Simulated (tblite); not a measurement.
Compound: C₅H₁₄SSi₂.
SMILES with atom numbers: `[CH3:1][S:2][Si@@H:3]([SiH3:4])[CH:5]1[CH2:6][CH2:7][CH2:8]1` (hydrogens: H9, H10, H11 on C1; H12 on Si3; H13, H14, H15 on Si4; H16 on C5; H17, H18 on C6; H19, H20 on C7; H21, H22 on C8)

Computed with GFN2-xTB (tblite), gas phase: L-BFGS steps from a force-field or distance-geometry start until the largest atomic force falls under 0.01 eV/Å.

Step 44: E = -667.7400 eV
```
atom  x, y, z in Å  |  force x, y, z in eV/Å
C1     -2.6244   -2.3966   -0.8657    0.009   0.004   0.006
S2     -1.1395   -2.1646    0.1531    0.001   0.001   0.016
Si3    -0.6575   -0.1369   -0.4346   -0.009   0.007   0.027
Si4    -2.2867    1.3855    0.2088   -0.009   0.000  -0.003
C5      0.9888    0.2246    0.4275    0.009  -0.018  -0.005
C6      1.7122    1.5236    0.0301   -0.027  -0.004  -0.004
C7      3.0184    0.7331   -0.1303   -0.014   0.001   0.013
C8      2.2245   -0.5747   -0.0283    0.010  -0.025  -0.004
H9     -3.3737   -1.6613   -0.5910   -0.024  -0.002   0.004
H10    -2.3632   -2.2981   -1.9146   -0.010  -0.007  -0.014
H11    -2.9921   -3.3971   -0.6662   -0.008  -0.008  -0.006
H12    -0.4096   -0.2591   -1.8832    0.003   0.031  -0.002
H13    -1.9171    2.7308   -0.2385   -0.034  -0.025  -0.003
H14    -2.4569    1.4311    1.6638   -0.004   0.006  -0.006
H15    -3.6066    1.0700   -0.3503    0.008   0.034  -0.013
H16     0.8681    0.1622    1.5113    0.030   0.011  -0.013
H17     1.7154    2.3159    0.7765    0.016  -0.002   0.008
H18     1.3517    1.9380   -0.9102    0.002   0.010  -0.013
H19     3.7020    0.8756    0.7042    0.008   0.014  -0.001
H20     3.5615    0.8882   -1.0612   -0.014   0.015   0.016
H21     2.5908   -1.3143    0.6787    0.042  -0.016   0.008
H22     2.0834   -1.0565   -0.9937    0.016  -0.028  -0.011
```

Step 45: E = -667.7404 eV
```
atom  x, y, z in Å  |  force x, y, z in eV/Å
C1     -2.6262   -2.3966   -0.8659    0.010   0.003   0.008
S2     -1.1400   -2.1657    0.1523   -0.007   0.009   0.006
Si3    -0.6571   -0.1369   -0.4341    0.011  -0.009   0.067
Si4    -2.2864    1.3837    0.2077   -0.026   0.022  -0.002
C5      0.9898    0.2238    0.4287    0.013  -0.007  -0.002
C6      1.7127    1.5236    0.0314   -0.032  -0.009   0.003
C7      3.0187    0.7337   -0.1319   -0.026  -0.008   0.012
C8      2.2261   -0.5749   -0.0281   -0.009  -0.023   0.006
H9     -3.3757   -1.6617   -0.5900   -0.018  -0.001   0.002
H10    -2.3660   -2.2979   -1.9151   -0.010  -0.004  -0.009
H11    -2.9945   -3.3970   -0.6672   -0.004  -0.008  -0.004
H12    -0.4048   -0.2573   -1.8799    0.003   0.026  -0.038
H13    -1.9191    2.7300   -0.2390   -0.030  -0.028  -0.006
H14    -2.4599    1.4330    1.6618   -0.001   0.001   0.000
H15    -3.6060    1.0688   -0.3526    0.009   0.031  -0.014
H16     0.8699    0.1625    1.5129    0.028   0.004  -0.021
H17     1.7181    2.3152    0.7786    0.011  -0.005   0.011
H18     1.3508    1.9397   -0.9073   -0.001   0.010  -0.020
H19     3.7039    0.8766    0.7009    0.015   0.014   0.003
H20     3.5581    0.8894   -1.0641   -0.001   0.016   0.004
H21     2.5935   -1.3136    0.6794    0.044  -0.013   0.010
H22     2.0836   -1.0590   -0.9921    0.020  -0.022  -0.013
```

**Question.** Estimate the geometry and energy of step 46. (The exact step hangs on the optimiser's Hessian estimate; all steps are aligned on step 45, rigid shifts and turns removed.)

**Answer.** E = -667.7409 eV, largest force 0.101 eV/Å
```
atom  x, y, z in Å  |  force x, y, z in eV/Å
C1     -2.6286   -2.3936   -0.8655    0.001   0.003   0.006
S2     -1.1387   -2.1681    0.1497   -0.022   0.014  -0.009
Si3    -0.6544   -0.1381   -0.4329    0.034  -0.023   0.092
Si4    -2.2865    1.3791    0.2031   -0.043   0.041   0.003
C5      0.9916    0.2220    0.4331    0.014   0.006  -0.001
C6      1.7125    1.5238    0.0370   -0.019   0.005   0.001
C7      3.0178    0.7344   -0.1374   -0.008  -0.005   0.004
C8      2.2284   -0.5760   -0.0257   -0.019  -0.023   0.014
H9     -3.3773   -1.6586   -0.5855    0.000  -0.009  -0.004
H10    -2.3717   -2.2934   -1.9158   -0.010   0.001   0.005
H11    -2.9990   -3.3940   -0.6690    0.004  -0.004   0.000
H12    -0.3943   -0.2548   -1.8761    0.001   0.021  -0.064
H13    -1.9237    2.7263   -0.2435   -0.022  -0.021  -0.011
H14    -2.4652    1.4333    1.6561   -0.001  -0.005   0.006
H15    -3.6043    1.0640   -0.3607    0.004   0.024  -0.016
H16     0.8715    0.1617    1.5174    0.026  -0.008  -0.026
H17     1.7250    2.3117    0.7894    0.002  -0.028  -0.010
H18     1.3451    1.9472   -0.8974    0.009  -0.005   0.006
H19     3.7130    0.8795    0.6885   -0.014   0.006  -0.033
H20     3.5464    0.8907   -1.0768   -0.007   0.008   0.032
H21     2.6001   -1.3106    0.6847    0.038   0.004  -0.003
H22     2.0821   -1.0672   -0.9865    0.030  -0.002   0.007
```

The energy changes by -0.0005 eV. The first-order estimate −F·Δx gives -0.0008 eV and the mean of the old and new forces, exact on a quadratic surface, -0.0005 eV. The step makes an angle of 82° with the force vector and moves no atom by more than 0.017 Å.

The cost below is that of the whole relaxation. The run took 1.1 s on Arm Neoverse V1, one thread, no GPU, shared host with 32 logical CPUs at a one-minute load of 12.
